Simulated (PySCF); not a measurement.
**NMR parameters of Ge(OH)H3**

Ge(OH)H3, GeH4O, point group Cs.

Geometry:
| atom | x (Å) | y (Å) | z (Å) |
| --- | --- | --- | --- |
| Ge1 | -0.067 | -0.123 | -0.412 |
| O2 | -0.066 | -0.109 | 1.371 |
| H3 | 0.365 | 0.671 | 1.735 |
| H4 | 1.380 | -0.130 | -0.951 |
| H5 | -0.814 | 1.111 | -0.961 |
| H6 | -0.798 | -1.419 | -0.781 |

GIAO calculations in PySCF on the PBE0-D3(BJ)/def2-SVP structure: isolated species, non-relativistic, equivalent atoms averaged; basis pcSseg-1 (pcSseg-2 on Ge).

Q: Give the isotropic shieldings (ppm) with B3LYP, PBE, PBE0.

A: 
| atoms | environment | B3LYP | PBE | PBE0 |
| --- | --- | --- | --- | --- |
| Ge1 | germanium bonded to O, 3 H | 1378 | 1346 | 1412 |
| O2 | oxygen bonded to Ge, H | 339.8 | 336.0 | 346.2 |
| H4/H5/H6 | hydrogen on a germanium bonded to O | 26.26 | 25.84 | 26.13 |
| H3 | hydrogen on an oxygen bonded to Ge | 31.76 | 31.77 | 31.68 |
| HOMO–LUMO gap (eV) | – | 7.86 | 5.94 | 8.40 |

Q: And the chemical shifts, against references computed in the same way?

A: 
```tsv
atoms	nucleus, reference	B3LYP	PBE	PBE0
O2	17O, H2O	-5.7	-1.4	-11.7
H4/H5/H6	1H, TMS	5.12	5.36	5.14
H3	1H, TMS	-0.38	-0.57	-0.41
```

Q: Which part of the shielding of Ge1 depends on the functional?

A: Diamagnetic: B3LYP 2756, PBE 2757, PBE0 2757 ppm; paramagnetic: B3LYP -1378, PBE -1411, PBE0 -1345 ppm. The diamagnetic part, set mainly by inner electrons, hardly moves; the paramagnetic part goes with low-lying magnetically allowed excitations and carries the spread.

Q: What couplings does PBE/pcJ-1 (pcSseg-1 on Ge) give?

A: 1J(O2,H3) = -64.1, 2J(H4,H5) = 18.4, 2J(O2,H4) = -5.7 Hz (averaged over equivalent pairs; isotopes 17O, 1H).

Relativistic effects, spin–orbit coupling among them, are left out; they matter for Ge and for the light atoms bonded to it. Experimental scales use liquid or dissolved standards, which lie at an offset from isolated H2O (liquid H2O: subtract about 36 ppm).
